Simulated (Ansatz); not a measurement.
C₃H₇BO₂ (`CCBC(=O)O`), relaxed with RKS PBE-D4/def2-SVP in the Gaussian-basis code of Ansatz from a rough embedded geometry. The force threshold is 0.03 eV/Å; the program also tests the step.

The species carries charge 0 and has multiplicity 1.

Start:

```xyz
13

C    -0.568   -0.263    1.736
C     0.451   -0.825    0.784
B     0.807    0.186   -0.403
C    -0.090    0.439   -1.594
O    -1.297   -0.069   -1.600
O     0.242    1.351   -2.606
H    -0.807   -0.955    2.513
H    -1.521   -0.061    1.112
H    -0.219    0.757    2.141
H     0.103   -1.763    0.354
H     1.371   -1.018    1.385
H     1.956    0.638   -0.439
H    -0.429    1.583   -3.384
```

(1) By how much does the energy fall, and how many steps does the optimiser take? (Best estimate.)

(2) Which bonds change most? (Best estimate.)

(3) Give the relaxed structure. (Estimate.)

Answers

(1) Computed: 122.76 kJ/mol, in 27 steps, 1 of them rejected.

(2) Computed: C4–O5 from 1.310 to 1.228 Å; O6–H13 from 1.053 to 0.987 Å; B3–C4 from 1.513 to 1.574 Å; C4–O6 from 1.401 to 1.347 Å.

(3) The calculation gave: 
```xyz
13

C    -0.766   -0.208    1.389
C     0.586   -0.685    0.852
B     0.951   -0.352   -0.631
C    -0.021    0.498   -1.530
O    -0.867   -0.164   -2.125
O     0.051    1.841   -1.606
H    -0.905   -0.449    2.462
H    -1.601   -0.675    0.829
H    -0.877    0.890    1.276
H     0.744   -1.775    1.025
H     1.434   -0.227    1.425
H     1.947   -0.818   -1.155
H    -0.677    2.122   -2.211
```
